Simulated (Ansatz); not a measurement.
Abridged output of a molecular run in Ansatz:

```
Functional definition: HF
1446 factors; integrals over basis functions are off by at most 1.3e-3 eV
mean field evaluation 1: about -9160.5866 eV, gradient 6.6e1 eV
mean field evaluation 2: about -9160.7759 eV, gradient 6.7e1 eV
mean field evaluation 4: about -9169.6781 eV, gradient 1.2e1 eV
mean field evaluation 8: about -9170.0184 eV, gradient 9.0e-1 eV
mean field -9170.02066940 eV, -336.9920439373 hartree, gradient 2.4e-6 eV, S^2 0.000000; 0 other end points of the search recorded, 0 dependent functions left out
5 core orbitals not correlated: weight in the atoms' cores, before any rotation towards them, 1.000 or more for the frozen orbitals, at most 0.000 for the correlated occupied ones
reference -9170.02066940 eV, -336.9920439373 hartree; 23, 23 occupied and 113, 113 virtual orbitals, 1446 factors
second order -32.42340213 eV of doubles, -0.00000000 eV of singles
cycle   1  -31.28779664 eV  change     1.1e0 eV  update   2.3e-1
cycle   2  -32.41860686 eV  change    -1.1e0 eV  update   1.2e-1
cycle   3  -32.77104033 eV  change   -3.5e-1 eV  update   3.8e-2
cycle   4  -32.78894813 eV  change   -1.8e-2 eV  update   1.3e-2
cycle   5  -32.77463801 eV  change    1.4e-2 eV  update   3.9e-3
cycle   6  -32.77566391 eV  change   -1.0e-3 eV  update   1.9e-3
cycle   7  -32.77538132 eV  change    2.8e-4 eV  update   6.4e-4
cycle   8  -32.77508248 eV  change    3.0e-4 eV  update   2.7e-4
cycle   9  -32.77518958 eV  change   -1.1e-4 eV  update   1.1e-4
cycle  10  -32.77526037 eV  change   -7.1e-5 eV  update   4.0e-5
cycle  11  -32.77518659 eV  change    7.4e-5 eV  update   2.6e-5
cycle  12  -32.77517786 eV  change    8.7e-6 eV  update   1.0e-5
perturbative correction -1.34960021 eV, -0.0495968928 hartree
Total energy: -9204.14544747 eV, -338.2461064007 hartree
```

Its atoms:

Cartesian coordinates in Å:
```
C -1.655 -1.579 -1.106
O -0.936 -0.843 -0.169
Nb 0.436 0.408 0.211
N 1.277 0.997 -1.208
N 1.824 -0.464 1.335
N -0.360 2.014 1.070
H -2.720 -1.332 -1.043
H -1.539 -2.651 -0.912
H -1.310 -1.372 -2.125
H 1.677 1.254 -2.097
H 2.813 -0.475 1.143
H 1.640 -0.916 2.220
H -0.925 1.992 1.907
H -0.221 2.967 0.774
```

Question: Which basis set was used?
A. def2-TZVPP
B. cc-pV(T+d)Z
C. def2-QZVPP
D. def2-SVP

Answer: D. It gives 141 functions.

Question: Write the keys of the input that set method, charge and spin (a neutral closed shell needs none for the last two).

Answer: 
```yaml
correlation: {method: ccsd_t}
```
